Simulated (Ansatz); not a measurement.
```yaml
crystal:
  periodic: [false, false, false]
  atoms:
    - {symbol: P, position_ang: [0.109290, 1.138121, -4.907956]}
    - {symbol: P, position_ang: [1.081568, -1.362247, -0.753258]}
    - {symbol: P, position_ang: [-3.260721, 0.671944, -1.120158]}
    - {symbol: P, position_ang: [-1.505296, 1.187835, 2.977188]}
    - {symbol: P, position_ang: [0.908844, 2.900866, 0.468063]}
    - {symbol: P, position_ang: [0.530333, -3.169794, 3.580690]}
    - {symbol: P, position_ang: [3.089949, 0.731817, 2.216689]}
    - {symbol: In, position_ang: [-1.887191, 0.563274, -3.392229]}
    - {symbol: In, position_ang: [-1.601952, -1.286619, -0.663483]}
    - {symbol: In, position_ang: [-0.957807, -1.315547, 2.752247]}
    - {symbol: In, position_ang: [0.886799, -0.444405, -2.943091]}
    - {symbol: In, position_ang: [1.881552, 0.833018, -0.112413]}
    - {symbol: In, position_ang: [-1.299260, 1.954783, 0.652520]}
    - {symbol: In, position_ang: [0.800379, 1.736691, 2.866434]}
    - {symbol: In, position_ang: [2.043823, -1.115069, 2.907424]}
    - {symbol: Cl, position_ang: [-2.104060, -2.257872, -3.172508]}
    - {symbol: Cl, position_ang: [-2.378487, -2.555757, 1.208604]}
    - {symbol: Cl, position_ang: [3.578158, 1.001102, -2.009804]}
basis:
  gaussian: {orbitals: def2-mTZVP, fitting: {mean_field: def2-universal-jkfit}}
hamiltonian: {xc: {name: PBE0-DH}}
scf: {omitted_lower_state_checks: [starts]}
output: {forces: true}
```

```sh
$ ansatz run in.yaml --threads 2 --pin off --events-out ev --progress --plain --max-ram 32768MiB --backend cuda --devices 0, --max-vram 18GiB
```

It prints (some lines left out):

```
Functional definition: PBE0-DH
3024 factors; integrals over basis functions are off by at most 4.6e-1 eV
mean field evaluation 1: about -143911.7944 eV, gradient 4.8e1 eV
mean field evaluation 2: about -143911.7960 eV, gradient 4.8e1 eV
mean field evaluation 4: about -143918.0170 eV, gradient 1.8e1 eV
mean field evaluation 8: about -143919.2690 eV, gradient 3.1e-1 eV
mean field evaluation 16: about -143919.2689 eV, gradient 7.1e-4 eV
mean field -143919.26892059 eV, -5288.9355808476 hartree, gradient 3.2e-6 eV, S^2 0.000000; 0 other end points of the search recorded, 0 dependent functions left out
82 core orbitals not correlated: weight in the atoms' cores, before any rotation towards them, 1.000 or more for the frozen orbitals, at most 0.000 for the correlated occupied ones
reference -143919.26896691 eV, -5288.9355825496 hartree; 80, 80 occupied and 346, 346 virtual orbitals, 3024 factors
second order -80.92207608 eV of doubles, -0.00000000 eV of singles
Total energy: -143929.38422642 eV, -5289.3073114802 hartree
Atom 0 at     0.109290     1.138121    -4.907956 Å, force    -0.654800    -1.470396     2.156336 eV/Å
Atom 1 at     1.081568    -1.362247    -0.753258 Å, force    -1.316213    -1.653104     0.486097 eV/Å
Atom 2 at    -3.260721     0.671944    -1.120158 Å, force     1.911990     0.073253     0.280593 eV/Å
Atom 3 at    -1.505296     1.187835     2.977188 Å, force    -1.477261    -1.212625     1.022044 eV/Å
Atom 4 at     0.908844     2.900866     0.468063 Å, force    -0.570651     2.193740     0.726278 eV/Å
Atom 5 at     0.530333    -3.169794     3.580690 Å, force     0.592096     2.550147    -0.790342 eV/Å
Atom 6 at     3.089949     0.731817     2.216689 Å, force     1.200733     1.996431    -0.130660 eV/Å
Atom 7 at    -1.887191     0.563274    -3.392229 Å, force    -0.001175     0.548676    -0.028729 eV/Å
Atom 8 at    -1.601952    -1.286619    -0.663483 Å, force     0.378352     0.872384    -1.679580 eV/Å
Atom 9 at    -0.957807    -1.315547     2.752247 Å, force     0.686852    -0.068622     1.400759 eV/Å
Atom 10 at     0.886799    -0.444405    -2.943091 Å, force     0.428222     1.363073    -2.180272 eV/Å
Atom 11 at     1.881552     0.833018    -0.112413 Å, force     1.581517    -0.244544    -0.418599 eV/Å
Atom 12 at    -1.299260     1.954783     0.652520 Å, force    -1.687973    -0.645956    -2.232341 eV/Å
Atom 13 at     0.800379     1.736691     2.866434 Å, force     1.929336     0.741603    -1.081600 eV/Å
Atom 14 at     2.043823    -1.115069     2.907424 Å, force    -1.389750    -4.305458     1.422953 eV/Å
Atom 15 at    -2.104060    -2.257872    -3.172508 Å, force     0.333709     0.453499     0.714876 eV/Å
Atom 16 at    -2.378487    -2.555757     1.208604 Å, force    -1.155230    -0.960545    -0.075745 eV/Å
Atom 17 at     3.578158     1.001102    -2.009804 Å, force    -0.789754    -0.231556     0.407933 eV/Å
Dipole moment:    -0.611454     0.367463     1.058655 e Å
Checks for a lower state left out: starts
```

It took 31 s on 2 threads of AMD EPYC 7R13 on a shared host and a share (18 GiB) of an NVIDIA H100 80GB HBM3, peak host memory 6.3 GiB.

In the def2 sets In takes a core potential; there is no spin–orbit coupling. Correlated methods freeze 82 core orbitals; core or outer-core shells of In are correlated, in sets that lack core-valence functions.
